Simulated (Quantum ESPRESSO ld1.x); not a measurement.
Valence configurations of the neon ion Ne3+ (all share [He]). Method: scalar-relativistic Kohn-Sham, LDA (Slater exchange, Perdew-Wang correlation), spin-polarised, spherical densities, point nucleus; open shells are filled with parallel spins first; computed with ld1.x of Quantum ESPRESSO 7.5. Order these by energy: 2p5; 2s1 2p4; 2s0.5 2p4.5; 2s1.5 2p3.5; 2s2 2p3.

Answer. From the lowest, in eV above it: 2s2 2p3 0.000; 2s1.5 2p3.5 11.305; 2s1 2p4 22.579; 2s0.5 2p4.5 37.236; 2p5 50.523. NIST lists [He] 2s2 2p3 as the ground configuration; this level of theory agrees among the configurations tried. The energies are those of spherical high-spin densities, not of single terms.
